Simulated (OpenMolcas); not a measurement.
An atom or ion with 7 electrons was computed by XMS-CASPT2, IPEA 0.25 Eh, imaginary shift 0.1 Eh with spin-orbit coupling (OpenMolcas, ANO-RCC-VTZP, DKH2). The lowest levels that the run gave, each within 12 % of the measured value where one is at hand:

```
  J  Parity  E (cm-1)      g
3/2     odd       0.0  2.002
3/2     odd     27400  0.800
5/2     odd     27400  1.200
1/2     odd     43260  0.666
3/2     odd     43260  1.334
```

Problem. Which ion is it, and what are the configurations and terms?

Solution. O+ (Z = 8, charge +1; active space 3 electrons in 3 orbitals (2p)). J, parity and g give the terms where levels are pure, and mixed ones are named by the computed weights; the size of the splittings, set against known spectra of the 7-electron sequence, gives the charge. In order, with the measured energies in cm-1 (NIST Handbook of Basic Atomic Spectroscopic Data): 2s2 2p3 4S* 3/2, 2s2 2p3 2D* 3/2 (26831), 2s2 2p3 2D* 5/2 (26811), 2s2 2p3 2P* 1/2 (40470), 2s2 2p3 2P* 3/2 (40468).

Term energies are means over components that CASPT2 splits; among the terms shown or strongly mixed into the levels shown the widest spread is 1000 cm-1 (2s2 2p3 2D*). With the s shell closed, the reference lacks s² → p² mixing. Measured partners are found by configuration, term and J. A level has none where our copy of the source lacks it or the pairing is in doubt (some pairs that miss far off the trend of their configuration count as doubtful), and it then counts in no deviation. Only configurations of the active space appear.

* marks odd parity.
